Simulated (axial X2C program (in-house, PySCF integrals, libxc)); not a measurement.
Low determinants of WO at the PBE0 level, without spin–orbit coupling

Calculated with an in-house relativistic program for diatomic molecules. Spin-free means the one-electron spin-free X2C Hamiltonian. Basis: W dyall-cv3z [13s14p9d7f4g], O dyall-av3z [7s6p3d2f] (cores contracted in-house); Gaussian nuclei, density fitting, unrestricted open shells. Masses: W 183.951 u, O 15.995 u.

Search at 1.648 Å (vertical energies from the lowest determinant):

```
ΔE (eV)           state  electrons beyond evenly filled partner blocks  electrons in σ, π, δ, φ
   0.00  M_S = 1, Λ = 0                                       δ+α, δ-α               32 32 14 4
   0.62  M_S = 2, Λ = 1                              σα, π+α, δ+α, δ-α               31 33 14 4
   0.88  M_S = 0, Λ = 4                                       δ+α, δ+β               32 32 14 4
   0.88  M_S = 0, Λ = 0                                       δ+β, δ-α               32 32 14 4
   1.34  M_S = 1, Λ = 2                              σα, δ+α, δ+β, δ-α               31 32 15 4
   1.70  M_S = 1, Λ = 1                              σα, π+β, δ+α, δ-α               31 33 14 4
   1.72  M_S = 2, Λ = 0                               2 × σα, δ+α, δ-α               32 32 14 4
```

Lowest determinant, M_S = 1, Λ = 0 (beyond evenly filled blocks: δ+α, δ-α): Re = 1.643 Å, ωe = 1125.1 cm⁻¹.

The determinant in row 2 of the search, M_S = 2, Λ = 1 (beyond evenly filled blocks: σα, π+α, δ+α, δ-α), was followed along the bond at PBE0; measured from the minimum of the lowest determinant it gives:

Te = 0.554 eV (4468 cm⁻¹), Re = 1.695 Å, ωe = 993.9 cm⁻¹.

Question: Compare the bond of the determinant in row 2 with that of the lowest one.

Answer: At PBE0 its Re is 0.052 Å longer and its force constant, which goes as ωe², is 0.78 times that of the lowest determinant. This determinant mixes spin states, so it has no term energy of its own.

The search compares states at one distance, so a state with another bond length can lie lower; it is not exhaustive and yields mostly the lowest determinant of each block pattern, so other components and higher states of one pattern are missing. These are energies of single determinants, not of spin-adapted states; PBE0 term energies can be off by some tenths of an eV, and the functional has no current term. The lowest determinant need not be the ground state where others lie within half an eV. Spin–orbit coupling is large for these atoms, so the spin-free order is a model. Row 1 is spin-contaminated (⟨S²⟩ = 2.07 against 2.00), so its values are not those of a pure state. Row 2 is spin-contaminated (⟨S²⟩ = 6.03 against 6.00), so its values are not those of a pure state.
